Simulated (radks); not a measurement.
I4+, 49 electrons, occupied as [Kr] 4d10 5s2 5p1. Method: non-relativistic Kohn-Sham, TASK exchange with Perdew-Wang LDA correlation, spin-polarised, spherical densities, point nucleus; open shells are filled with parallel spins first (spin-orbit coupling, left out, can overturn this in heavy ions); meta-GGA in the generalised Kohn-Sham scheme; relativity is left out, which matters for an element this heavy; computed with a radial shooting solver on a logarithmic mesh with Libxc functionals. Some entries of the table are withheld. Estimate them.

orbital  occ.  eigenvalue (hartree)  <r> (bohr)
1s up       1             -1166.744     0.02871
1s down     1             -1166.741     0.02871
2s up       1             -178.0370      0.1236
2s down     1             -178.0361      0.1236
2p up       3             -167.3378      0.1053
2p down     3             -167.3356      0.1053
3s up       1             -37.45192      0.3279
3s down     1             -37.45011      0.3279
3p up       3             -32.94741      0.3182
3p down     3             -32.94517      0.3182
3d up       5             -24.55904      0.2889
3d down     5             -24.55684      0.2889
4s up       1              -7.99309      0.7722
4s down     1              -7.98940      0.7723
4p up       3              -6.39438      0.8060
4p down     3              -6.39064      0.8058
4d up       5                   (1)      0.9080
4d down     5                   (2)      0.9044
5s up       1                   (3)       1.859
5s down     1                   (4)       1.839
5p up       1              -1.65705       2.033

Answer. 
(1) 4d up eigenvalue (hartree): -3.64800
(2) 4d down eigenvalue (hartree): -3.64059
(3) 5s up eigenvalue (hartree): -2.10069
(4) 5s down eigenvalue (hartree): -2.01973
